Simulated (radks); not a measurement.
Q: Species: Ce7+. Configuration: [Kr] 4d10 5s2 5p3. All-electron calculation, Dirac Kohn-Sham, LDA (Slater exchange, Perdew-Wang correlation), spin-unpolarised, spherical densities, finite nucleus; open shells fill j = l - 1/2 first; Fermi nuclear charge, rms radius 4.8771 fm. Program: a radial shooting solver on a logarithmic mesh with Libxc functionals.

Spin-orbit splittings of the eigenvalues, e(l+1/2) - e(l-1/2), with zeta = 2 splitting/(2l+1) and mean radii in bohr:

shell  occ.  splitting (eV)  zeta (eV)  <r> j=l-1/2  <r> j=l+1/2
2p        6               ?          ?      0.08798      0.09419
3p        6           87.62      58.41       0.2683       0.2805
3d       10           18.83      7.533       0.2514       0.2553
4p        6           19.27      12.84       0.6518       0.6785
4d       10           3.436      1.374       0.7267       0.7358
5p        3           3.956      2.638        1.496        1.547

Estimate the 2p splitting.

A: 446.0 eV (zeta = 297.3 eV).
